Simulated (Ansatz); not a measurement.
```yaml
crystal:
  periodic: [false, false, false]
  atoms:
    - {symbol: C, position_ang: [-0.040866, -2.571356, 1.238178]}
    - {symbol: O, position_ang: [-0.379832, -1.592563, 1.045941]}
    - {symbol: Zr, position_ang: [-0.614214, 0.155011, 0.173107]}
    - {symbol: N, position_ang: [-2.108196, 0.073235, -1.198733]}
    - {symbol: O, position_ang: [-1.576097, 1.134301, 1.785855]}
    - {symbol: C, position_ang: [0.886028, 0.312747, -1.728368]}
    - {symbol: C, position_ang: [0.463155, 1.794841, -1.391886]}
    - {symbol: C, position_ang: [0.905983, 2.091613, -0.253984]}
    - {symbol: C, position_ang: [1.575634, 1.087068, 0.319503]}
    - {symbol: F, position_ang: [2.467303, 1.149304, 1.436819]}
    - {symbol: C, position_ang: [1.640076, -0.114935, -0.691996]}
    - {symbol: H, position_ang: [0.013857, -2.901777, 2.476880]}
    - {symbol: H, position_ang: [1.125848, -2.743693, 1.142738]}
    - {symbol: H, position_ang: [-0.573089, -3.603426, 0.891229]}
    - {symbol: H, position_ang: [-2.002202, 0.193856, -2.255184]}
    - {symbol: H, position_ang: [-3.006720, -0.360939, -0.779667]}
    - {symbol: H, position_ang: [-1.695756, 2.195872, 2.252112]}
    - {symbol: H, position_ang: [0.562523, -0.089076, -2.616070]}
    - {symbol: H, position_ang: [-0.159867, 2.320158, -1.949385]}
    - {symbol: H, position_ang: [0.768876, 2.966977, 0.418647]}
    - {symbol: H, position_ang: [2.312443, -0.985529, -0.500305]}
basis:
  gaussian: {orbitals: def2-TZVP, final_grid: {core_spheres: 20, valence_spheres: 16, degree: 47}}
magnetization: {spin_polarized: true, initial_magnetization: 2}
hamiltonian: {xc: {name: M06-2X}}
scf: {lower_state_search: light}
```

```sh
$ ansatz run in.yaml --threads 4 --pin off --events-out ev --progress --plain --max-ram 46080MiB --backend cuda --devices 0, --max-vram 37GiB
```

(1) How does Ansatz answer? (An estimate is asked.)

Answers

(1) Computed: The input was rejected before any iteration.
```
Error: YAML parse error: error: line 28 column 19: hamiltonian.xc: no functional is named "M06-2X"; the names, which are not case-sensitive, are SVWN5, SPW92, PBE, PBE0, PBEsol, revPBE, revPBE0, RPBE, rPW86-PBE, HSE06, wPBEh, LC-wPBE, HISS, HF, BLYP, B3LYP, B3LYP5, BHLYP, CAM-B3LYP, r2SCAN, r2SCANh, r2SCAN0, r2SCAN50, m-r2SCAN, B97, wB97, wB97X, wB97X-V, B97M-V, wB97M-V, B2PLYP, B2GP-PLYP, PBE0-DH, PBE-QIDH
26 |   gaussian: {orbitals: def2-TZVP, final_grid: {core_spheres: 20, valence_spheres: 1…
27 | magnetization: {spin_polarized: true, initial_magnetization: 2}
28 | hamiltonian: {xc: {name: M06-2X}}
29 | scf: {lower_state_search: light}
```

HSE06 is defined as in plane-wave codes.
